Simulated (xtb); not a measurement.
TeHCl, SMILES [TeH]Cl. All values are semi-empirical tight-binding results from xtb (GFN2-xTB unless named), good for trends rather than for accurate numbers. Coordinates come from a GFN2-xTB optimisation.

Optimised geometry:

```xyz
3

Te     0.0322     0.5666     0.0000
H     -1.6088     0.6612     0.0000
Cl    -0.0038    -1.7720     0.0000
```

Computed properties:
- point group as xtb finds it: Cs
- orbital gap: 3.12 eV
- zero-point energy: 4.2 kcal/mol
- G − E(el) at 298.15 K (modified RRHO): -12.6 kcal/mol
- static polarisability (D4 model): 55.6 bohr³
- solvation energy, GFN2-xTB/ALPB(water): -2.0 kcal/mol
- solvation energy, GFN2-xTB/ALPB(ether): -3.9 kcal/mol

Computed atomic charges and the Wiberg bond orders between heavy atoms:
charges (e) Te1 0.10, H2 0.05, Cl3 -0.15. Bond orders Te1–Cl3 1.21.
